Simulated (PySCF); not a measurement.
Electron correlation in Si (silicon, neutral)

[Ne] 3s2 3p1 4s1, high-spin 3P determinant (an excited configuration). All numbers are calculated (PySCF 2.14, the spin-free X2C one-electron Hamiltonian (Gaussian nucleus), in dyall-acv3z). Frozen: 1s2; 12 electrons correlated; the 18 highest virtual orbitals of each spin left out.

MP2 pair energies summed by pair of shells (mhartree):

```csv
pair,energy,share (%)
2p-2p,-191.97,55.4
2s-2p,-61.03,17.6
3s-3s,-23.50,6.8
2p-3s,-22.74,6.6
3s-3p,-18.82,5.4
2s-2s,-9.75,2.8
2p-3p,-6.41,1.8
3s-4s,-5.42,1.6
2s-3s,-2.73,0.8
3p-4s,-2.27,0.7
2s-3p,-0.98,0.3
2p-4s,-0.93,0.3
2s-4s,-0.11,0.0
```

Total MP2 correlation energy: -346.65 mhartree.

Same-spin part -87.64 and opposite-spin part -259.00 mhartree; SCS-MP2 scales them by 1/3 and 6/5 to -340.02 mhartree.
